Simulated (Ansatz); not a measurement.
Wavefunction ladder for `[OH][SbH2]`

```xyz
5

O     0.873    0.765   -0.335
Sb   -0.190   -0.815    0.182
H     1.781    0.502   -0.503
H    -0.956   -0.030    1.498
H    -1.508   -0.422   -0.841
```

Charge 0, multiplicity 1. Correlated methods include outer-core shells of Sb, which these sets cover unevenly. Sb: def2 effective core potential. Geometry: relaxed with PBE0-D4/def2-TZVP. Frozen core, restricted reference, Ansatz 0.2.0.

| basis | HF (Eh) | MP2 corr. | CCSD corr. | (T) | CCSD(T) total |
| --- | --- | --- | --- | --- | --- |
| def2-SVP | -315.77626 | -0.31622 | -0.34069 | -0.00814 | -316.12509 |
| def2-TZVPP | -315.89323 | -0.60344 | -0.60827 | -0.01896 | -316.52046 |
| def2-QZVPP | -315.90021 | -0.86304 | – | – | – |
